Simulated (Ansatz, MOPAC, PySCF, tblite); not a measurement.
Dissociation curve of NH (anion, charge -1), lowest doublet found (which spin is the ground state isn't settled by this scan).

- GFN2-xTB, 300 K electronic temperature (tblite)
- UKS-BLYP = unrestricted BLYP/aug-cc-pVDZ run with Ansatz (a program for electronic structure)
- UKS-B3LYP = unrestricted B3LYP/aug-cc-pVDZ run with Ansatz
- UKS-PBE = unrestricted PBE/aug-cc-pVDZ (Ansatz)
- PM6, unrestricted, heats of formation (MOPAC)
- AM1, unrestricted, heats of formation (MOPAC)
- UKS-B3LYP/6-31G* = unrestricted B3LYP/6-31G*, spherical d (PySCF 2.14.0)
- UKS-LDA (SVWN5)/6-31G* = PySCF with unrestricted LDA (SVWN5)/6-31G*, spherical d
- UMP2/6-31G* = unrestricted MP2 (frozen core)/6-31G*, spherical d in PySCF 2.14.0
- UHF/LANL2DZ = unrestricted Hartree-Fock/LANL2DZ run with PySCF

Minimum and curvature come from a quartic fit to the scan points round the minimum, the wavenumber from the most abundant isotopes. The energy at the longest distance isn't given for restricted levels, nor where a curve turns over.

| method | R at the minimum / Å | force constant / mdyn Å⁻¹ | E(3.49 Å) − E(min) / kcal/mol | harmonic wavenumber / cm⁻¹ |
|---|---|---|---|---|
| GFN2-xTB | 1.066 | 4.31 | 76.0 | 2790 |
| UKS-BLYP | 1.060 | 5.12 | 75.9 | 3040 |
| UKS-B3LYP | 1.049 | 5.50 | 80.1 | 3150 |
| UKS-PBE | 1.059 | 5.27 | 79.9 | 3090 |
| PM6 | 0.993 | 4.50 | 86.2 | 2850 |
| AM1 | 0.994 | 6.32 | 94.8 | 3380 |
| UKS-B3LYP/6-31G* | 1.071 | 4.59 | 65.2 | 2880 |
| UKS-LDA (SVWN5)/6-31G* | 1.077 | 4.57 | 73.9 | 2870 |
| UMP2/6-31G* | 1.058 | 5.20 | 102.9 | 3060 |
| UHF/LANL2DZ | 1.060 | 5.13 | 50.5 | 3040 |

Where the anion isn't bound against loss of the electron, the finite basis alone holds it. The unrestricted determinant behind UKS-BLYP, UKS-B3LYP, UKS-PBE, UKS-B3LYP/6-31G* is spin-contaminated at 1.82 to 3.49 Å (<S²> up to 1.8, against 0.75 for a pure doublet). The unrestricted determinant behind UKS-LDA (SVWN5)/6-31G* is spin-contaminated at 2.02 to 3.49 Å (<S²> up to 1.8, against 0.75 for a pure doublet). The unrestricted determinant behind UMP2/6-31G*, UHF/LANL2DZ is spin-contaminated at 1.49 to 3.49 Å (<S²> up to 1.8, against 0.75 for a pure doublet).
